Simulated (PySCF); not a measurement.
This script is equivalent to a calculation on P³⁺ (phosphorus, charge +3).

```python
from pyscf import gto, scf, dft, mp, cc
import basis_set_exchange as bse
mol = gto.M(atom="P 0 0 0", charge=3, spin=0, symmetry="D2h",
            basis=gto.basis.parse(bse.get_basis("dyall-acv3z", elements=["P"], fmt="nwchem")),
            nucmod="G")
mf = dft.UKS(mol, xc="MN15").sfx2c1e()
mf.irrep_nelec = {'Ag': (3, 3), 'B1u': (1, 1), 'B2u': (1, 1), 'B3u': (1, 1)}
mf.kernel()
```

**Question.** What total energy does it give?

**Answer.** -339.985 hartree (calculated).

**Question.** Which occupied shell lies highest, and where?

**Answer.** 3s, at -47.465 eV.
